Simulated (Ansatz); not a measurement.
```yaml
crystal:
  periodic: [false, false, false]
  atoms:
    - {symbol: C, position_ang: [-1.115981, -2.074566, -0.205805]}
    - {symbol: C, position_ang: [0.415828, -0.962619, -0.075915]}
    - {symbol: C, position_ang: [1.363130, -0.874657, -1.717395]}
    - {symbol: O, position_ang: [-0.081789, 0.658455, 0.394056]}
    - {symbol: Sn, position_ang: [0.654312, 1.758374, 2.495430]}
    - {symbol: N, position_ang: [-0.677077, 3.800531, 1.920066]}
    - {symbol: H, position_ang: [-1.982287, -1.563347, -1.130513]}
    - {symbol: H, position_ang: [-1.765754, -2.138149, 0.993402]}
    - {symbol: H, position_ang: [-0.776304, -3.343821, -0.581510]}
    - {symbol: H, position_ang: [1.258539, -1.508764, 0.872732]}
    - {symbol: H, position_ang: [2.471045, -0.086866, -1.590203]}
    - {symbol: H, position_ang: [1.759970, -2.116380, -2.127482]}
    - {symbol: H, position_ang: [0.565155, -0.330737, -2.683985]}
    - {symbol: H, position_ang: [-0.761770, 4.846012, 2.615679]}
    - {symbol: H, position_ang: [-1.354267, 3.873158, 0.858064]}
basis:
  gaussian: {orbitals: STO-3G}
hamiltonian: {xc: {name: HF}}
correlation: {method: mp2, frozen_orbitals: {C: 0}}
output: {forces: true}
```

```sh
$ ansatz run in.yaml --threads 4 --pin off --events-out ev --progress --plain --max-ram 11315MiB
```

Problem. How does Ansatz answer? (Estimate.)

Solution. The calculation gave: The program refused the input.
```
Functional definition: HF
Error: "frozen_orbitals" has no count for O
```
